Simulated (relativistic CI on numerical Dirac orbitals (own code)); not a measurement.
**Cd²⁺: 3p photoemission**

Computed with this model: Dirac-Coulomb-Breit CI, separate exchange-only KLI orbitals for each configuration, model QED (radiative potential, 1s self-energy scaled to tabulated hydrogen-like ionisation energies), valence Slater integrals scaled by 0.8, multiplet model of photoemission in the sudden approximation; configurations [Kr] 4d10 → [Ne] 3s2 3p5 3d10 4s2 4p6 4d10; 300 K; Lorentzian 2.8 eV and Gaussian 0.6 eV FWHM. Energies are those of the free ion, without screening or charge transfer. The energies are binding energies and can lie tens of eV above those of solids. S is read from ⟨S²⟩ = S(S + 1).

free ion: ground-state S = 0.00, centroid 658.60 eV. Peaks (eV, height): 647.0 (100), 681.8 (50).

Strongest unbroadened transitions for free ion:

```tsv
Energy (eV)	Relative strength
647.01	100.0
681.77	50.0
```
